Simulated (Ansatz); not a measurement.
Isolated molecules relaxed with PBE0-D4/def2-TZVP in Ansatz; ΔE leaves out vibrations. CBS: MP2 limit from def2 TZ/QZ plus the TZ coupled-cluster correction, frozen cores. Double bonds are as drawn, so ΔE can hold a change between cis and trans. Functionals use def2-TZVPP. B3LYP here is the variant with VWN-RPA as its local correlation; programs differ in this. Elements past krypton have def2 core potentials. For Sn outer-core shells are correlated without core-valence functions, which leaves a few kJ/mol of doubt a bond. Each species was taken in one conformer, which may not be the lowest.

`B/C(N)=[CH]/[SnH3]` + `NC(F)S` → `BNC(F)S` + `N/C=[CH]/[SnH3]`  (ligand exchange at a B–C bond)

| level | ΔE (kJ/mol) |
| --- | --- |
| r2SCAN-D4 | -113.9 |
| PBE0-D4 | -114.0 |
| PBE0 | -115.3 |
| B3LYP | -117.2 |
| SCS-MP2/def2-TZVPP | -118.3 |
| CCSD/def2-TZVPP | -118.5 |
| CCSD(T)/def2-TZVPP | -116.7 |
| HF/CBS(def2) | -120.3 |

(1) What does CCSD(T)/CBS give? (Best estimate.)

Largest T1 diagnostic among the species: 0.014.

Results:

(1) The calculation gave: -114.2 kJ/mol. The listed levels differ from it by 0.3, 0.2, -1.1, -3.0, -4.1, -4.3, -2.5, -6.1 kJ/mol.

From PBE to PBE0 (25 % exact exchange), in def2-TZVPP and without D4, ΔE moves by −3.1 kJ/mol. In def2-TZVPP, CCSD(T) changes the Hartree–Fock value by +3.9 kJ/mol (the triples alone add +1.9 kJ/mol) and MP2 by +3.1 kJ/mol.
